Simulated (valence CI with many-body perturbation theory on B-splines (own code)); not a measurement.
## Pr XX: what the settings do

Calculated by valence CI with perturbative core correlation (CI+MBPT): four valence electrons over a frozen Dirac-Fock core [Kr], radial functions for each j: 6 s, 6 p, 5 d, 5 f, 1 g, with the one-electron correlation potential Σ1 (screened to all orders), the two-electron term Σ2, the three-electron term Σ3, Breit, model QED; selected single and double excitations, second order for the rest, scaled by the run's own slope (own B-spline code, finite nucleus).

No measured spectrum was set against this ion. As an estimate, terms of the open shell hold to 2 to 4 % of their energy, and close levels can change places. Only levels of the ground parity were solved; by the run's estimate the other parity begins above the list, which can be wrong where configurations are misplaced.

The reference run has the lowest level (4d3/2^4) J=0 and an ionisation energy of 555.415 eV. Its largest variational space holds 9894 state functions.

Levels are named by their leading jj configuration (3d3/2^4 stands for four electrons in 3d with j = 3/2), which in mixed levels can hold well under half, so a name can repeat and another be missing. Letters in brackets count levels of one name in rising energy.

Changed runs:
A. QED terms on → off
B. screening of Σ1 on → off
C. correlating orbitals by l 3 3 3 3 1 → 4 4 3 0 0
D. closed core [Kr] → [Kr] 4d1 (bad on purpose)

Excitation energies of the reference run in cm⁻¹, and shifts in cm⁻¹:

```csv
Level,Reference,A,B,C
(4d3/2^3 4d5/2) J=1,19756,-96,+93,-298
(4d3/2^2 4d5/2^2) J=2 [a],33675,-140,+134,-323
(4d3/2^3 4d5/2) J=3,42519,-149,+143,-197
(4d3/2^3 4d5/2) J=4,44804,-115,+111,+123
(4d3/2^2 4d5/2^2) J=0,63591,-170,+158,+131
(4d3/2^2 4d5/2^2) J=4 [a],66413,-180,+174,+135
(4d3/2^2 4d5/2^2) J=3 [a],74930,-160,+152,+528
(4d3/2^2 4d5/2^2) J=2 [b],77189,-148,+136,+789
(4d3/2^2 4d5/2^2) J=5,80809,-187,+182,+458
(4d3/2^2 4d5/2^2) J=1,83942,-194,+178,+596
(4d3/2^2 4d5/2^2) J=6,87107,-193,+189,+555
(4d3/2^2 4d5/2^2) J=4 [b],94430,-198,+188,+660
Ionisation energy (eV),555.415,-0.034,+0.208,-0.122
```

Run D: It gave no result: the perturbation theory needs a core of closed shells. The program said: "the core must hold closed shells only".
